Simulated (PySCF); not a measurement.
Computed with B3LYP-D3(BJ)/def2-TZVP // PBE-D3(BJ)/def2-SVP (PySCF). Gas-phase values, no solvent. One relaxed conformer stands for a flexible species; it need not be the lowest. B3LYP has the VWN-RPA correlation part, as in Gaussian. 

Reference species: [Ni(H2O)4(NH3)2]2+ (excited triplet) (charge +2, multiplicity 3).

```
Property                                            Value
----------------------------------------------  ---------
spin population on the central atom (Mulliken)       1.72
coordination number                                     6
highest occupied spin orbital                   -15.89 eV
```

Changed species: [Ni(H2O)2(NH3)4]2+ (near-degenerate triplet) (4 of 6 H2O replaced by NH3, multiplicity 3; the reference has 2 of 6 H2O replaced by NH3, multiplicity 3).

What does the change do to the spin population on the central atom (Mulliken), coordination number and highest occupied spin orbital?

the spin population on the central atom (Mulliken) decreases by 0.04, to 1.68; the coordination number hardly moves; the highest occupied spin orbital goes up by 1.08 eV, to -14.81 eV.
